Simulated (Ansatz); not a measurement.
Start from `CS[SiH](O)F` and change one atom or group to get `[OH][GeH2][SiH](O)F`.

Ansatz, PBE0-D4/def2-TZVP geometries, multiplicity 1. Each molecule was computed in one conformer, which needn't be the lowest.

Scalar relativity is left out up to krypton.

```json
{"property": "HOMO–LUMO gap (PBE0/def2-TZVPP) / eV", "`CS[SiH](O)F`": "7.24"}
{"property": "LUMO energy (B3LYP/def2-TZVPP) / eV", "`CS[SiH](O)F`": "-0.31"}
{"property": "HOMO–LUMO gap (ωB97M-V/def2-TZVPP) / eV", "`CS[SiH](O)F`": "11.22"}
{"property": "HOMO–LUMO gap (B3LYP/def2-TZVPP) / eV", "`CS[SiH](O)F`": "6.74"}
{"property": "size of the dipole moment (B3LYP/def2-TZVPP) / D", "`CS[SiH](O)F`": "1.29"}
{"property": "HOMO–LUMO gap (PBE/def2-TZVPP) / eV", "`CS[SiH](O)F`": "5.08"}
```

Question: What does the change do to each property? (Estimate.)

Answer: Computed: 
```csv
property,`[OH][GeH2][SiH](O)F`,shift
HOMO–LUMO gap (PBE0/def2-TZVPP) / eV,7.42,0.18
LUMO energy (B3LYP/def2-TZVPP) / eV,-0.95,-0.64
HOMO–LUMO gap (ωB97M-V/def2-TZVPP) / eV,11.24,0.02
HOMO–LUMO gap (B3LYP/def2-TZVPP) / eV,6.99,0.25
size of the dipole moment (B3LYP/def2-TZVPP) / D,2.74,1.45
HOMO–LUMO gap (PBE/def2-TZVPP) / eV,5.16,0.08
```

With PBE0 the HOMO falls by 0.85 eV and the LUMO falls by 0.67 eV, so the gap widens by about 0.18 eV. PBE moves the HOMO by -0.67 eV and ωB97M-V by -0.74 eV. Dipoles are sizes alone; their direction can turn.

B3LYP here is the variant with VWN-RPA as its local correlation; programs differ in this.
